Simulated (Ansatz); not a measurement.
A nudged elastic band was laid between two geometries of CH6AlNSi (10 atoms, charge 0, multiplicity 1).

Method: RKS B3LYP/STO-3G (Ansatz 0.2.0).

```json
{"movable images": "2", "climbing image": "yes", "spring": "5.0 eV/Å²", "optimiser": "quadratic models (default)", "start path": "IDPP", "force threshold": "0.05 eV/Å", "iteration limit": "60", "end points": "relaxed"}
```

First end point:

```xyz
10
Properties=species:S:1:pos:R:3
C -0.343 2.103 0.989
Si 0.404 0.796 0.250
N -0.402 -0.668 -0.204
Al 0.221 -2.118 -0.964
H 0.207 3.004 1.255
H -1.402 2.124 1.240
H 1.806 0.760 -0.083
H -1.417 -0.641 0.033
H -0.753 -3.224 -1.224
H 1.680 -2.136 -1.293
```

Last end point:

```xyz
10
Properties=species:S:1:pos:R:3
C -0.343 2.104 0.989
Si 0.404 0.796 0.250
N -0.402 -0.668 -0.202
Al 0.221 -2.118 -0.963
H 0.206 3.005 1.255
H -1.402 2.124 1.239
H 1.806 0.760 -0.085
H -1.417 -0.642 0.034
H 1.680 -2.136 -1.293
H -0.752 -3.225 -1.223
```

Q: What changes between the two ends?

A: No bond is made or broken. The dihedral Si2–N3–Al4–H10 goes from 0 to 180°. The two ends are copies of one structure, up to a mirror image or an exchange of like atoms.

Q: What energy profile does the band end with?

A: The run converged. The highest image is number 2 of 0 to 3, 57.0 kJ/mol above the ends, which have the same energy within 2 meV. The dihedral Si2–N3–Al4–H10 jumps by 93° between images 2 and 3, so the path isn't resolved there. Another band between the same ends (7 images) ends at a top of the same energy, where a vibrational analysis finds 1 clearly imaginary mode. So few images can step over the top or miss a turn of the path. Limits of this set-up: minimal basis.

```csv
image,path coordinate (Å),energy (kJ/mol),dihedral Si2–N3–Al4–H10 (°)
0,0.00,0.0,0
1,1.27,20.0,42
2,2.54,57.0,87
3,4.90,0.0,180
```

Q: What is the geometry of the highest image?

A: 
```xyz
10
Properties=species:S:1:pos:R:3
C -0.453 2.236 0.651
Si 0.174 0.900 -0.150
N -0.264 -0.733 0.141
Al 0.386 -2.247 -0.539
H -0.138 3.249 0.412
H -1.199 2.162 1.439
H 1.165 0.989 -1.196
H -0.988 -0.819 0.885
H -0.254 -2.841 -1.759
H 1.571 -2.895 0.116
```

Time of the run: 84 s on 1 CPU thread of a shared host.
